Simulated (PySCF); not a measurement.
A run for PySCF: D3(BJ) and D4 dispersion corrections on C2H6O (SMILES COC).

```python
from pyscf import gto
from pyscf.dispersion import dftd3, dftd4

mol = gto.M(
    atom='''
    C     0.41613867   -0.98280550    3.57797511
    O    -0.16109114   -0.09027583    2.61797358
    C    -0.96248009    0.95212991    3.18605218
    H    -0.37737037   -1.47468687    4.14388400
    H     1.06696771   -0.42342737    4.25279163
    H     0.99104656   -1.71481727    3.01956679
    H    -1.79565123    0.51458746    3.73872838
    H    -1.33871092    1.55383400    2.36360489
    H    -0.34959782    1.56713850    3.84727117
    ''',
    basis='def2-svp',
    charge=0, spin=0, verbose=0, max_memory=1800)
d3, d4 = {}, {}
for xc in ['hf', 'pbe', 'blyp', 'revpbe', 'tpss', 'r2scan', 'b3lyp', 'pbe0', 'bhlyp', 'camb3lyp', 'b2plyp']:
    d3[xc] = float(dftd3.DFTD3Dispersion(mol, xc=xc, version='d3bj', atm=False).get_dispersion()['energy'])
    print(f'D3(BJ) {xc:10s} {d3[xc]:14.8f} Eh')
for xc in ['hf', 'pbe', 'blyp', 'revpbe', 'tpss', 'r2scan', 'b3lyp', 'pbe0', 'bhlyp', 'camb3lyp', 'b2plyp']:
    d4[xc] = float(dftd4.DFTD4Dispersion(mol, xc={'camb3lyp': 'cam-b3lyp'}.get(xc, xc), atm=True).get_dispersion()['energy'])
    print(f'D4     {xc:10s} {d4[xc]:14.8f} Eh')
```

Output:

```
D3(BJ) hf            -0.03636847 Eh
D3(BJ) pbe           -0.00410504 Eh
D3(BJ) blyp          -0.00834720 Eh
D3(BJ) revpbe        -0.01112571 Eh
D3(BJ) tpss          -0.00497305 Eh
D3(BJ) r2scan        -0.00108092 Eh
D3(BJ) b3lyp         -0.00673204 Eh
D3(BJ) pbe0          -0.00335167 Eh
D3(BJ) bhlyp         -0.00497548 Eh
D3(BJ) camb3lyp      -0.00276766 Eh
D3(BJ) b2plyp        -0.00291321 Eh
D4     hf            -0.01541059 Eh
D4     pbe           -0.00365294 Eh
D4     blyp          -0.00844681 Eh
D4     revpbe        -0.01439681 Eh
D4     tpss          -0.00496259 Eh
D4     r2scan        -0.00090599 Eh
D4     b3lyp         -0.00580702 Eh
D4     pbe0          -0.00300001 Eh
D4     bhlyp         -0.00374601 Eh
D4     camb3lyp      -0.00293511 Eh
D4     b2plyp        -0.00253006 Eh
```

The run finished.

Cost: very roughly 0.020 core-seconds.
